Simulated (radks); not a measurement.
Values are calculated unless marked as measured or tabulated.
Correlation energies from several functionals, in hartree. Species: Sr [Kr] 5s2; H 1s1; Ba2+ [Xe]; Be2+ [He]; F2+ [He] 2s2 2p3. Code: a radial shooting solver on a logarithmic mesh with Libxc functionals. Model: non-relativistic Kohn-Sham, exchange-only B88, spin-polarised, spherical densities, point nucleus. Every spin shell is full or empty, so the densities are truly spherical. Functionals are evaluated on that one density, not self-consistently.

\begin{tabular}{lrrrrr}
functional & Sr & H & Ba2+ & Be2+ & F2+ \\ \hline
PW92 & -3.4394 & -0.021969 & -5.2965 & -0.15010 & -0.48629 \\
VWN5 & -3.4545 & -0.021929 & -5.3190 & -0.15089 & -0.48911 \\
PZ & -3.4378 & -0.022110 & -5.2972 & -0.14937 & -0.47816 \\
PBE & -1.8465 & -0.0056752 & -2.9750 & -0.045550 & -0.19382 \\
LYP & -1.8341 & 0 & -2.7931 & -0.049236 & -0.21816 \\
P86 & -2.1103 & -0.0023473 & -3.3745 & -0.048034 & -0.21384 \\
AM05 & -3.1789 & -0.019187 & -4.9432 & -0.13078 & -0.43456 \\
OP (B88) & -1.7650 & 0 & -2.7191 & -0.065760 & -0.22029 \\
TPSS & -1.8509 & 0 & -2.9769 & -0.046593 & -0.19923 \\
revTPSS & -1.8807 & 0 & -3.0105 & -0.049111 & -0.20656 \\
SCAN & -1.8548 & 0 & -2.9645 & -0.041504 & -0.19576 \\
Tao-Mo & -1.7664 & 0 & -2.8781 & -0.031624 & -0.16733 \\
\end{tabular}
